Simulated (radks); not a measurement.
Values are calculated unless marked as measured or tabulated.
The indium ion In2+ inside a hard spherical wall (all orbitals vanish at R), configuration held at [Kr] 4d10 5s1 and not refilled when levels cross. Level of theory: scalar-relativistic Kohn-Sham, LDA (Slater exchange, Perdew-Wang correlation), spin-polarised, spherical densities, finite nucleus; open shells are filled with parallel spins first (spin-orbit coupling, left out, can overturn this in heavy ions); Fermi nuclear charge, rms radius 4.6156 fm (a radial shooting solver on a logarithmic mesh with Libxc functionals). Eigenvalues in eV for spin up, with the zero of energy where the potential of the charges vanishes at infinity; a dash marks a level that is unbound or too diffuse for the functional's potential to be trusted. A positive occupied level is held by the wall or, in an anion where self-interaction has pushed it up, behind a barrier. The pressure on the wall is -dE/dV.

\begin{tabular}{lrrrrrrrrr}
R (bohr) & E (hartree) & kinetic (hartree) & e(4s) & e(4p) & e(4d) & e(5s) & e(5p, empty) & e(6s, empty) & pressure (GPa) \\ \hline
free & -5875.38694 & 6122.044 & -137.67 & -96.276 & -36.858 & -24.538 & -16.913 & -8.440 & 0 \\
20 & -5875.38694 & 6122.044 & -137.67 & -96.276 & -36.858 & -24.538 & -16.913 & -8.440 & < 0.0001 \\
15 & -5875.38694 & 6122.044 & -137.67 & -96.276 & -36.858 & -24.538 & -16.913 & -8.439 & < 0.0001 \\
12 & -5875.38694 & 6122.044 & -137.67 & -96.276 & -36.858 & -24.538 & -16.913 & -8.425 & < 0.0001 \\
10 & -5875.38694 & 6122.044 & -137.67 & -96.276 & -36.858 & -24.538 & -16.912 & -8.325 & < 0.0001 \\
8 & -5875.38693 & 6122.044 & -137.67 & -96.275 & -36.857 & -24.537 & -16.905 & -7.701 & 0.00124 \\
6 & -5875.38572 & 6122.059 & -137.63 & -96.232 & -36.816 & -24.478 & -16.705 & -4.109 & 0.167 \\
5 & -5875.37740 & 6122.132 & -137.43 & -96.040 & -36.636 & -24.155 & -15.951 & 2.191 & 1.79 \\
3 & -5874.83427 & 6125.140 & -132.35 & -91.127 & -31.814 & -12.321 & 1.275 & 70.306 & 315 \\
2 & -5869.07949 & 6150.786 & -108.70 & -67.632 & -5.297 & 58.706 & 84.983 & 287.06 & 10200 \\
1.5 & -5846.93351 & 6234.245 & -56.731 & -11.876 & 59.739 & 237.26 & 275.56 & 693.19 & 97100 \\
\end{tabular}
